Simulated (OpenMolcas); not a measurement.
Sn⁺: input and output

Input:

```
&GATEWAY
Coord
1

Sn 0.0 0.0 0.0
Basis=ANO-R1
Group=XYZ
NoMove
AngMom=0.0 0.0 0.0
AMFI
&SEWARD
* reference wave functions (RASSCF and RASSI steps not shown): 3 electrons in 9 orbitals (RAS2 5s 5p; RAS3 5d, at most 2 electrons)
>>> COPY JOB002 $Project.JobIph
&CASPT2
Multistate=3 1 2 3
Frozen=14 9
IPEA=0.75
Imaginary=0.3
MaxIter=60
WThr=0.0 0.3 0.05
PrWF=0.5
NoMix
>>> COPY JOB003 $Project.JobIph
&CASPT2
Multistate=3 1 2 3
Frozen=14 9
IPEA=0.75
Imaginary=0.3
MaxIter=60
WThr=0.0 0.3 0.05
PrWF=0.5
NoMix
>>> COPY JOB004 $Project.JobIph
&CASPT2
Multistate=6 1 2 3 4 5 6
Frozen=14 9
IPEA=0.75
Imaginary=0.3
MaxIter=60
WThr=0.0 0.3 0.05
PrWF=0.5
NoMix
```

Launched by
```bash
OMP_NUM_THREADS=1 MOLCAS_MEM=2252 MOLCAS_PROJECT=a pymolcas a.inp > a.log  # once for each step of the input, in one work folder
```

Output, cut to the results:

```
--- CASPT2 ---
Orbital specifications:
      -----------------------

      Symmetry species                           1   2
                                                ag  au
      Frozen orbitals                           14   9
      Inactive orbitals                          0   0
      Active orbitals                            6   3
      Secondary orbitals                         1  10
      Deleted orbitals                           0   0
      Number of basis functions                 21  22
Type of calculation                        MS-CASPT2
      Fock operator                              state-specific
      IPEA shift                                 0.75
      Real shift                                 0.00
      Imaginary shift                            0.30
      The input orbitals will be transformed to quasi-canonical
Reference energy:       -6173.5997456280
      E2 (Non-variational):      -0.0045174936
      Shift correction:          -0.0001534497
      E2 (Variational):          -0.0046709433
      Total energy:           -6173.6044165714
      Residual norm:              0.0000001304
      Reference weight:           0.99747
      Contributions to the CASPT2 correlation energy
      Active & Virtual Only:         -0.0045174936
      One Inactive Excited:           0.0000000000
      Two Inactive Excited:           0.0000000000
Reference energy:       -6173.5997456280
      E2 (Non-variational):      -0.0045013876
      Shift correction:          -0.0001515472
      E2 (Variational):          -0.0046529349
      Total energy:           -6173.6043985629
      Residual norm:              0.0000001300
      Reference weight:           0.99749
      Contributions to the CASPT2 correlation energy
      Active & Virtual Only:         -0.0045013876
      One Inactive Excited:           0.0000000000
      Two Inactive Excited:           0.0000000000
::    CASPT2 Root  1     Total energy:  -6173.60441657
::    CASPT2 Root  2     Total energy:  -6173.60439856
::    CASPT2 Root  3     Total energy:  -6173.60441330
::    MS-CASPT2 Root  1     Total energy:  -6173.60441657
::    MS-CASPT2 Root  2     Total energy:  -6173.60441330
::    MS-CASPT2 Root  3     Total energy:  -6173.60439856
--- CASPT2 ---
Orbital specifications:
      -----------------------

      Symmetry species                           1   2
                                                ag  au
      Frozen orbitals                           14   9
      Inactive orbitals                          0   0
      Active orbitals                            6   3
      Secondary orbitals                         1  10
      Deleted orbitals                           0   0
      Number of basis functions                 21  22
Type of calculation                        MS-CASPT2
      Fock operator                              state-specific
      IPEA shift                                 0.75
      Real shift                                 0.00
      Imaginary shift                            0.30
      The input orbitals will be transformed to quasi-canonical
Reference energy:       -6173.4148673529
      E2 (Non-variational):      -0.0013039111
      Shift correction:          -0.0000316376
      E2 (Variational):          -0.0013355487
      Total energy:           -6173.4162029016
      Residual norm:              0.0000001026
      Reference weight:           0.99934
      Contributions to the CASPT2 correlation energy
      Active & Virtual Only:         -0.0013039111
      One Inactive Excited:           0.0000000000
      Two Inactive Excited:           0.0000000000
Reference energy:       -6173.4148673529
      E2 (Non-variational):      -0.0013039121
      Shift correction:          -0.0000316377
      E2 (Variational):          -0.0013355498
      Total energy:           -6173.4162029027
      Residual norm:              0.0000001026
      Reference weight:           0.99934
      Contributions to the CASPT2 correlation energy
      Active & Virtual Only:         -0.0013039121
      One Inactive Excited:           0.0000000000
      Two Inactive Excited:           0.0000000000
::    CASPT2 Root  1     Total energy:  -6173.41620290
::    CASPT2 Root  2     Total energy:  -6173.41620290
::    CASPT2 Root  3     Total energy:  -6173.41620290
::    MS-CASPT2 Root  1     Total energy:  -6173.41620290
::    MS-CASPT2 Root  2     Total energy:  -6173.41620290
::    MS-CASPT2 Root  3     Total energy:  -6173.41620290
--- CASPT2 ---
Orbital specifications:
      -----------------------

      Symmetry species                           1   2
                                                ag  au
      Frozen orbitals                           14   9
      Inactive orbitals                          0   0
      Active orbitals                            6   3
      Secondary orbitals                         1  10
      Deleted orbitals                           0   0
      Number of basis functions                 21  22
Type of calculation                        MS-CASPT2
      Fock operator                              state-specific
      IPEA shift                                 0.75
      Real shift                                 0.00
      Imaginary shift                            0.30
      The input orbitals will be transformed to quasi-canonical
Reference energy:       -6173.3195793696
      E2 (Non-variational):      -0.0040813911
      Shift correction:          -0.0002084406
      E2 (Variational):          -0.0042898317
      Total energy:           -6173.3238692013
      Residual norm:              0.0000000507
      Reference weight:           0.99722
      Contributions to the CASPT2 correlation energy
      Active & Virtual Only:         -0.0040813911
      One Inactive Excited:           0.0000000000
      Two Inactive Excited:           0.0000000000
Reference energy:       -6173.3195793696
      E2 (Non-variational):      -0.0040697740
      Shift correction:          -0.0002091522
...
```

Levels above the lowest, from the spin-orbit matrix with the single-state CASPT2 energies, averaged by term, on its diagonal:

| Configuration | Term | J | E (cm⁻¹) | Measured (cm⁻¹) | g | Term weight % |
| --- | --- | --- | --- | --- | --- | --- |
| 5s² 5p | ²P° | 1/2 | 0.0 | 0.0 | 0.666 | 100 |
| 5s² 5p | ²P° | 3/2 | 4215 | 4251 | 1.334 | 100 |
| 5s 5p² | ⁴P | 1/2 | 41428 | 46464 | 2.666 | 99 |
| 5s 5p² | ⁴P | 3/2 | 43121 | 48368 | 1.734 | 100 |
| 5s 5p² | ⁴P | 5/2 | 45366 | 50730 | 1.597 | 99 |
| 5s 5p² | ²D | 3/2 | 64371 | 58844 | 0.801 | 100 |
| 5s 5p² | ²D | 5/2 | 64611 | 59463 | 1.205 | 99 |

Against the 6 measured excited levels shown (NIST Handbook of Basic Atomic Spectroscopic Data) the mean absolute deviation is 4400 cm-1; the largest miss in energy is 5s 5p² ²D_3/2: computed 64371, measured 58844 cm⁻¹ (+9.4 %).

Some high roots are left out of the spin-orbit mixing, which shifts the levels that they would mix with. Active for correlation alone: 5d; no level in the range computed is led by a configuration that fills it, so any true level of that kind is missing. Computed and measured levels are paired by configuration, term and J; levels that our copy of the source lacks, or whose pairing is in doubt (as where it misses far off the trend of its configuration), stay unpaired and out of the deviations. Levels of configurations outside the active space are missing. The first state left out of the spin-orbit step lies near 84000 cm-1 above the lowest spin-free state of the reference (among the parities and spins computed), and the list stops at four fifths of that energy or lower.

The CASPT2 steps took 2.4 s on 1 thread of Arm Neoverse V2, on a shared host; the integral step is not counted.

The term weight is that of the spin-free term in the level, not the purity of its configuration. ° marks odd parity.
